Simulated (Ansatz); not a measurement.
Cost and result up the ladder for the cluster Be₄O₃ (7 atoms). Charge 0, multiplicity 1. Geometry: PBE0-D4/def2-SVP.

```xyz
7

Be    0.1520   -0.0745   -1.5508
Be    0.7113   -1.0422    1.4946
Be    1.2049   -1.5260   -0.4807
Be   -0.5679    0.6956    0.5232
O    -0.1700    0.0784    1.7808
O    -1.2720    0.4675   -0.9210
O    -0.0583    1.4013   -0.8461
```

Ansatz on 4 threads of Arm Neoverse V2 on a shared host. Times are rough, and most runs start from the orbitals of an earlier one. No level here is sound enough to serve as a yardstick. Binding counts from free atoms at the same level (Be singlet, O triplet; other spins of the atoms weren't run), without zero-point energy or a counterpoise term.

HSE06 is defined as in plane-wave codes, on full-range PBE exchange. Correlated methods freeze 3 core orbitals. The structure holds 1 bond(s) between oxygen atoms. Another isomer (singlet) lies 7.39 eV lower at PBE0-D4/def2-TZVP; other spin states weren't run for this one.

Correlated methods converge slowly with the basis.

| level | functions | wall time | binding energy per atom (eV) | remarks |
| --- | --- | --- | --- | --- |
| PBE-D4/def2-SVP | 78 | 0.6 s | 3.60 | restricted SCF unstable in HF |
| PBE0-D4/def2-SVP | 78 | 0.85 s | 3.37 | restricted SCF unstable in HF |
| PBE-D4/def2-TZVP (with forces) | 169 | 1.3 s | 3.60 | restricted SCF unstable in HF |
| MP2/def2-TZVP | 169 | 1.4 s | 3.39 | restricted SCF unstable |
| PBE0-D4/def2-TZVP | 169 | 1.6 s | 3.39 | restricted SCF unstable in HF |
| HSE06-D4/def2-TZVP | 169 | 1.6 s | 3.40 | restricted SCF unstable in HF |
| r2SCAN-D4/def2-TZVP | 169 | 2.4 s | 3.50 | restricted SCF unstable in HF |
| ωB97X-V/def2-TZVP | 169 | 4.4 s | 3.37 | restricted SCF unstable in HF |
| ωB97M-V/def2-TZVP | 169 | 4.9 s | 3.33 | restricted SCF unstable in HF |
| CCSD(T)/def2-TZVPP | 169 | 51 s | 3.07 | restricted SCF unstable |
